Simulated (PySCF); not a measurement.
## C₆ coefficients of unlike pairs at M06-2X

Calculated with PySCF 2.14 from the dipole response of each species, C₆(A,B) = (3/π) ∫ α_A(iu) α_B(iu) du, in atomic units, from isotropic polarisabilities. For ions this is the dispersion term alone; charge-induced terms of lower order in 1/R come first.

| species | configuration | basis | relativity | α (bohr³) | C₆ (like pair) |
| --- | --- | --- | --- | --- | --- |
| Cr³⁺ | [Ar] 3d3 (4F) | aug-cc-pVTZ (8s7p5d3f2g) | none | 2.044 | 5.102 |
| Cs | [Xe] 6s1 (2S) | aug-cc-pVTZ-X2C (9s8p6d3f) | spin-free X2C | 507.1 | 9669 |
| Mg | [Ne] 3s2 (1S) | dyall-av3z (20s13p6d4f) | spin-free X2C | 63.00 | 505.6 |
| P³⁺ | [Ne] 3s2 (1S) | aug-cc-pwCVDZ (6s5p3d) | none | 6.466 | 15.81 |

(1) Estimate C₆ for Mg with Cs.

No spin-orbit coupling is included.

The other pairs:

```json
{"pair": "Cs, Cr³⁺", "C₆": "91.54"}
{"pair": "P³⁺, Mg", "C₆": "78.27"}
{"pair": "P³⁺, Cs", "C₆": "248.8"}
{"pair": "Mg, Cr³⁺", "C₆": "30.57"}
{"pair": "P³⁺, Cr³⁺", "C₆": "7.676"}
```

Answers

(1) The integral gives 1912. The combination rule 2 C_A C_B / (C_A α_B/α_A + C_B α_A/α_B) gives 1855 and the geometric mean 2211.
